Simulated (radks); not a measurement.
Species: Sc IV. Configuration: [Ne] 3s1 3p6 4s1 (not the ground configuration). Calculated with a radial shooting solver on a logarithmic mesh with Libxc functionals: scalar-relativistic Kohn-Sham, LDA (Slater exchange, VWN5 correlation), spin-polarised, spherical densities, point nucleus; open shells are filled with parallel spins first.

Normalised radial functions P(r) = r R(r), r in bohr:

r	4s up
0.002391	0.0212
0.00351	0.0303
0.005195	0.0431
0.007626	0.0597
0.01129	0.0810
0.01657	0.1049
0.02452	0.1278
0.036	0.1389
0.05328	0.1214
0.07823	0.0564
0.1158	-0.0646
0.17	-0.1974
0.2515	-0.2397
0.3693	-0.0779
0.5465	0.2434
0.8024	0.3937
1.188	0.0637
1.743	-0.5119
2.58	-0.7171
3.788	-0.3896
5.606	-0.0737
8.231	-0.0038

4s up: eigenvalue -28.953 eV, 3 radial nodes at r = 0.0957, 0.409, 1.24 bohr, <r> = 2.60 bohr, 90 % of the charge inside 3.72 bohr.
